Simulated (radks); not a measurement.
Values are calculated unless marked as measured or tabulated.
Problem. The mean radii <r> (bohr) of the occupied orbitals of an atom or ion are listed with their occupations. Level of theory: scalar-relativistic Kohn-Sham, PBE, spin-polarised, spherical densities, point nucleus (a radial shooting solver on a logarithmic mesh with Libxc functionals).

orbital  occ.      <r>
1s down     1  0.05409
1s up       1  0.05409
2s up       1   0.2451
2s down     1   0.2447
2p up       3   0.2155
2p down     3   0.2151
3s up       1   0.7272
3s down     1   0.7304
3p up       3   0.7554
3p down     3   0.7606
3d up       5   0.8324
3d down     1   0.8534

Name the element and its charge. Open shells, if any, are filled with parallel spins first.

Solution. Z = 28, nickel, charge +4: Ni4+ in [Ar] 3d6. The 1s radius gives Z: for a bare nucleus <r> = (2 gamma + 1)/(2Z) with gamma = sqrt(1 - (Z/c)^2), 0.05282 bohr for Z = 28, and screening makes it slightly larger (0.05409 here). The occupations add up to 24, and the charge is Z minus that.
